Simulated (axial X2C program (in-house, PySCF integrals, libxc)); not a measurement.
## GeBr: cheaper levels and CCSD(T), with spin–orbit coupling

Computed with an in-house all-electron X2C program for linear molecules (integrals from PySCF). Two-component (2c) means X2C with spin–orbit coupling and atomic mean-field two-electron Coulomb and Gaunt terms. Basis: Br dyall-cv3z [8s9p6d4f1g], Ge dyall-cv3z [9s9p7d4f1g] (cores contracted in-house); Gaussian nuclei, density fitting, unrestricted open shells. Masses: Br 78.918 u, Ge 73.921 u.

State: Ω = 1/2 (⟨Sz⟩ = -0.50, ⟨Lz⟩ = 1.00 at HF); fragments Br + Ge.

| level | Re (Å) | ωe (cm⁻¹) |
| --- | --- | --- |
| PBE0 | 2.322 | 293.1 |
| HF | 2.347 | 285.7 |
| MP2 | 2.329 | 296.1 |
| CCSD | 2.335 | 292.7 |
| r2SCAN0 | 2.309 | 299.3 |

Correlated methods: 11 electrons correlated (number of frozen shells: Br 3 s, 2 p, 1 d; Ge 3 s, 2 p, 1 d), 249 virtual spin orbitals or spinors in MP2, 90 natural virtuals in coupled cluster.

CCSD(T), same Hamiltonian and basis:

Re = 2.338 Å, ωe = 291.7 cm⁻¹; T1 = 0.016 (Lee–Taylor normalisation).

Give the differences from CCSD(T) in the columns below.



```
  level  ΔRe (Å)  Δωe (cm⁻¹)
   PBE0   -0.016         1.4
     HF    0.009        -6.0
    MP2   -0.009         4.4
   CCSD   -0.003         1.0
r2SCAN0   -0.029         7.6
```

The state is a single determinant with fixed occupations, the lowest that a limited PBE0 search found. De is not given where an atomic determinant may have missed its ground term or J level, or where the truncated virtual space spoils (T). Density functionals use the spin component along the axis (collinear). Coupled cluster ran in a truncated set of natural virtual spinors; the MP2 energy of the rest was added. (T) has no such correction and the atoms are truncated less, which lowers De at CCSD(T) by a hundredth of an eV or more. Without a current term, density functionals place determinants with orbital angular momentum somewhat too high. With the outer-core shells frozen, correlated bond lengths of heavy atoms tend to come out a few hundredths of an ångström too long.
